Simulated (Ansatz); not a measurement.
Relaxation of C$_{4}$H$_{12}$Si$_{2}$ (18 atoms, charge 0, multiplicity 1), to a largest force component of 0.015 eV/Å in at most 40 steps.

The calculation used RKS B3LYP/6-31G* (Ansatz 0.2.0).

```xyz
18
Properties=species:S:1:pos:R:3:forces:R:3
C 0.691 1.368 -1.377 0.32 2.39 -1.38
C 0.676 0.935 -0.132 0.51 -0.04 0.70
C 1.216 1.747 0.991 1.44 0.58 1.13
Si 0.111 -0.753 0.328 -1.64 -0.48 0.21
C 0.328 -2.015 -1.029 -1.30 -0.21 0.73
Si -2.237 -0.633 0.777 0.70 0.24 0.25
H 0.266 0.849 -2.219 0.01 -0.41 -0.24
H 1.064 2.420 -1.633 -0.45 -1.40 0.37
H 1.608 2.742 0.708 -0.27 -0.24 -0.24
H 0.495 1.926 1.801 -0.12 -0.16 -0.08
H 2.093 1.232 1.483 -0.73 0.26 -0.33
H 0.775 -1.194 1.575 0.23 -0.04 0.12
H 1.342 -2.050 -1.274 1.98 -0.43 -0.55
H -0.031 -2.993 -0.687 0.18 -0.02 -0.08
H -0.212 -1.761 -1.924 -0.42 0.22 -0.50
H -2.734 -1.951 1.214 -0.22 -0.26 0.09
H -2.497 0.352 1.871 -0.11 -0.04 -0.05
H -2.993 -0.210 -0.423 -0.11 0.04 -0.15
```

Task: Where does it end, and by what steps?

Result: The run converged. The force dipped under the threshold on the way, but the program's further checks kept it going. After 18 steps the energy has fallen by 0.304 eV; H7 moved furthest, 0.78 Å.

```
step  energy less start (eV)  largest force component (eV/Å)  accepted
   0                  0.0000                           2.387       yes
   1                 -0.2029                           0.865       yes
   2                 -0.2660                           0.566       yes
   3                 -0.2485                           1.293        no
   4                 -0.2868                           0.200       yes
   5                 -0.2921                           0.114       yes
   6                 -0.2951                           0.250       yes
   7                 -0.2958                           0.462       yes
   8                 -0.2986                           0.188       yes
   9                 -0.2949                           0.362        no
  10                 -0.3010                           0.067       yes
  11                 -0.3022                           0.013       yes
  12                 -0.3032                           0.101       yes
  13                 -0.3036                           0.068       yes
  14                 -0.3040                           0.045       yes
  15                 -0.3042                           0.029       yes
  16                 -0.3042                           0.029       yes
  17                 -0.3043                           0.022       yes
  18                 -0.3043                           0.013       yes
```

```xyz
18
Properties=species:S:1:pos:R:3
C 1.099 1.247 -1.388
C 0.772 0.915 -0.130
C 0.951 1.896 1.009
Si 0.080 -0.800 0.264
C 0.190 -1.970 -1.222
Si -2.148 -0.649 1.026
H 0.986 0.563 -2.225
H 1.502 2.230 -1.634
H 1.364 2.850 0.659
H -0.001 2.107 1.514
H 1.627 1.495 1.776
H 0.887 -1.368 1.390
H 1.223 -2.055 -1.579
H -0.154 -2.973 -0.946
H -0.431 -1.624 -2.056
H -2.640 -1.972 1.508
H -2.285 0.320 2.152
H -3.061 -0.200 -0.066
```

Run time: 37 s on 2 threads of AMD EPYC 9R45 96-Core Processor (Zen 5), with other jobs on the host, peak memory 0.35 GiB.
